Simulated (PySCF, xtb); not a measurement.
1,2,4-triazole cation (C₂H₃N₃), SMILES c1nc[nH]n1 (connectivity only; charge and spin as stated), charge +1, multiplicity 2.

Harmonic wavenumbers (cm⁻¹) from xtb with GFN2-xTB at its own minimum, in rising order: 599, 625, 722, 827, 851, 860, 862, 1006, 1067, 1096, 1206, 1306, 1344, 1450, 1467, 3134, 3145, 3326.

Q: What does PBE-D3(BJ)/def2-SVP run with PySCF 2.14.0 give at its own minimum? (The exact figures need the calculation; the answer reports its results.)

A: 483, 637, 708, 818, 840, 844, 897, 1031, 1132, 1168, 1230, 1293, 1392, 1475, 1513, 3204, 3224, 3476. Paired by order, the mean absolute difference is 46 cm⁻¹ and the zero-point energies are 35.6 and 36.3 kcal/mol.
